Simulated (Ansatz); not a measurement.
Ansatz (a first-principles code) input (CCSD(T)/def2-SVPD):

Ansatz 0.2 input:
```yaml
crystal:
  periodic: [false, false, false]
  atoms:
    - {symbol: H, position_ang: [0.00000000, 0.00000000, 0.00000000]}
basis:
  gaussian:
    orbitals: def2-SVPD
magnetization: {spin_polarized: true, initial_magnetization: 1}
correlation: {method: ccsd_t, electrons: outside_noble_gas}
scf: {lower_state_search: full}
```

Output:

```
Functional definition: HF
integrals: 0.00 GiB planned
33 factors; integrals over basis functions are off by at most 5.2e-7 eV
mean field: 0.03 GiB planned
mean field evaluation 1: about -13.5522 eV, gradient 1.6e0 eV
mean field evaluation 2: about -13.5522 eV, gradient 1.6e0 eV
mean field evaluation 4: about -13.5861 eV, gradient 1.4e-4 eV
mean field evaluation 8: about -13.5522 eV, gradient 1.6e0 eV
mean field evaluation 16: about -13.5861 eV, gradient 1.4e-4 eV
mean field -13.58605754 eV, -0.4992784057 hartree, gradient 8.0e-9 eV, S^2 0.750000; 2 other end points of the search recorded, 0 dependent functions left out
reference -13.58605754 eV, -0.4992784057 hartree; 1, 0 occupied and 7, 8 virtual orbitals, 33 factors
second order 0.00000000 eV of doubles, -0.00000000 eV of singles
coupled cluster: 0.03 GiB planned
cycle   1  -0.00000000 eV  change  -2.0e-19 eV  update  5.0e-11
perturbative correction 0.00000000 eV, 0.0000000000 hartree
Total energy: -13.58605754 eV, -0.4992784057 hartree
```
